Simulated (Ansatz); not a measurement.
`NC=[Se]` and `NC(Cl)=[Se]` differ in one atom or group.

Ansatz, PBE0-D4/def2-TZVP geometries, multiplicity 1. Each molecule was computed in one conformer, which needn't be the lowest.

Scalar relativity is left out up to krypton.

```
                                      property  `NC=[Se]`
         LUMO energy (ωB97M-V/def2-TZVPP) / eV       0.85
size of the dipole moment (PBE/def2-TZVPP) / D       4.47
         HOMO energy (ωB97M-V/def2-TZVPP) / eV      -8.04
             HOMO energy (PBE/def2-TZVPP) / eV      -4.80
             LUMO energy (PBE/def2-TZVPP) / eV      -2.12
           HOMO–LUMO gap (PBE/def2-TZVPP) / eV       2.68
```

Q: Give the same properties after the change, and the shifts. (An estimate is asked.)

A: Ansatz gave: 
| property | `NC(Cl)=[Se]` | shift |
| --- | --- | --- |
| LUMO energy (ωB97M-V/def2-TZVPP) / eV | 0.52 | -0.33 |
| size of the dipole moment (PBE/def2-TZVPP) / D | 3.93 | -0.54 |
| HOMO energy (ωB97M-V/def2-TZVPP) / eV | -8.40 | -0.36 |
| HOMO energy (PBE/def2-TZVPP) / eV | -5.17 | -0.37 |
| LUMO energy (PBE/def2-TZVPP) / eV | -2.37 | -0.25 |
| HOMO–LUMO gap (PBE/def2-TZVPP) / eV | 2.80 | 0.12 |

With PBE0 the HOMO falls by 0.38 eV and the LUMO falls by 0.31 eV, so the gap widens by about 0.07 eV. PBE moves the HOMO by -0.37 eV and ωB97M-V by -0.36 eV. Dipoles are sizes alone; their direction can turn.

Spin–orbit coupling is left out; it splits and shifts lone-pair levels of the heavy atoms by tenths of an eV.
